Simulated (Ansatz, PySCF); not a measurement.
C₂H₇N, triplet, at the geometry of the source list (a higher spin typed on purpose: for a closed-shell molecule this is an excited state). Base run: PySCF with CASSCF(2,3)/6-31G.

Input for PySCF:
```python
from pyscf import gto, scf, mcscf
import numpy

mol = gto.Mole()
mol.atom = '''
    C     1.190000    0.188700    0.124200
    N    -0.014000    0.200400   -0.680100
    C    -1.204600   -0.085400    0.093100
    H     1.365700   -0.767500    0.643000
    H     1.112000    0.973700    0.876900
    H     2.046200    0.402900   -0.513300
    H     0.073900   -0.482500   -1.428500
    H    -1.175700   -1.059900    0.604700
    H    -2.070800   -0.063000   -0.567800
    H    -1.322800    0.692500    0.847700
'''
mol.basis = '6-31g'
mol.charge = 0
mol.spin = 2
mol.verbose = 4
mol.build()

mf = scf.ROHF(mol)
mf.kernel()
mc = mcscf.CASSCF(mf, 3, 2)
mc.fix_spin_(ss=2.0)
mc.kernel()
occ = numpy.linalg.eigvalsh(mc.fcisolver.make_rdm1(mc.ci, mc.ncas, mc.nelecas))[::-1]
ss = mc.fcisolver.spin_square(mc.ci, mc.ncas, mc.nelecas)[0]
print('natural occupations', occ.round(4), ' <S^2>', round(ss, 4))
```

Programs used: Ansatz (an electronic-structure program), PySCF; a row that names a program was run with it.

The base run was repeated with changes; each row names its change, and settings that it needs were set with it.

```tsv
change	ΔE vs base (mEh)	natural occupations	<S^2> of the state
base	0.000	1.00 1.00 0.00	2.00
state_average = 2 states	5.514	-	-
code = ansatz; correction = SC-NEVPT2, all electrons	-281.8	-	-
solver = newton	0.000	1.00 1.00 0.00	2.00
code = ansatz	0.015	-	-
active space = 4 electrons, 5 orbitals	-19.133	1.98 1.00 1.00 0.02 0.00	2.00
active space = 4 electrons, 6 orbitals	-20.084	1.98 1.00 1.00 0.02 0.00 0.00	2.00
conv_tol = 1e-5	0.000	1.00 1.00 0.00	2.00
correction = SC-NEVPT2	-281.8	1.00 1.00 0.00	2.00
active space = 6 electrons, 8 orbitals	-45.255	1.98 1.98 1.00 1.00 0.02 0.02 0.00 0.00	2.00
active space = 4 electrons, 4 orbitals	-16.348	1.98 1.00 1.00 0.02	2.00
```

Active orbitals are taken around the Fermi level unless the row says otherwise; CASSCF can end in different local minima, and two programs can end on different orbitals. State-averaged rows give the lowest state.

Open shells are given as the SCF converged; they aren't shown to be the lowest states, and a large step between rows can be another state.

Ansatz warned in this series: the state or the total is in doubt.
